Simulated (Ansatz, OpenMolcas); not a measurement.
**From Ansatz to OpenMolcas**

This Ansatz 0.2.0 job computes CH5FGeO (SMILES [CH3][GeH]([OH])[F]):

input.yaml:
```yaml
crystal:
  periodic: [false, false, false]
  atoms:
    - {symbol: C, position_ang: [-0.669000, 0.976900, -0.584200]}
    - {symbol: Ge, position_ang: [0.088300, -0.643700, 0.121500]}
    - {symbol: O, position_ang: [1.270000, -0.170700, 1.345500]}
    - {symbol: F, position_ang: [0.974400, -1.438600, -1.153800]}
    - {symbol: H, position_ang: [0.138900, 1.624900, -0.924600]}
    - {symbol: H, position_ang: [-1.237900, 1.493500, 0.189700]}
    - {symbol: H, position_ang: [-1.327100, 0.751300, -1.423500]}
    - {symbol: H, position_ang: [-0.865500, -1.725100, 0.656800]}
    - {symbol: H, position_ang: [1.716500, -0.914700, 1.755500]}
basis:
  gaussian:
    orbitals: cc-pVDZ
hamiltonian:
  xc: hf
accuracy: high
output:
  orbitals: {seedname: orbitals}
```

```bash
$ ansatz run input.yaml --threads 1 --pin off --max-ram 3480MiB --events-out events.jsonl --progress --plain --runs-dir runs
```

The shape is that of a PBE0-D4/def2-TZVP optimisation. This is one conformer, not always the lowest.

It gives a total energy of -2290.494480 Eh.

Task: How is this level of theory, on these atoms, set up in OpenMolcas 26.06 as an input file of the program's own, asking for the gradient?

Result: This input was run:

test.inp:
```
* CH5FGeO Hartree-Fock
>>> EXPORT MOLCAS_PRINT=2

&GATEWAY
  BASLIB = $CurrDir
  COORD
  9
  angstrom
  C       -0.669000       0.976900      -0.584200
  Ge       0.088300      -0.643700       0.121500
  O        1.270000      -0.170700       1.345500
  F        0.974400      -1.438600      -1.153800
  H        0.138900       1.624900      -0.924600
  H       -1.237900       1.493500       0.189700
  H       -1.327100       0.751300      -1.423500
  H       -0.865500      -1.725100       0.656800
  H        1.716500      -0.914700       1.755500
  BASIS = cc-pVDZ
  GROUP = NoSym

&SEWARD

&SCF
  THRESHOLDS = 1e-10 1e-07 1e-07 1e-05
  PRORBITALS = 1 1

&ALASKA
```

```bash
$ export MOLCAS_MEM=1860
$ pymolcas test.inp > test.log
```

(Basis files named in the input come from the Basis Set Exchange and aren't shown.)

Its energy is -2290.494480 Eh, the same as the first but for the last digit, at most.
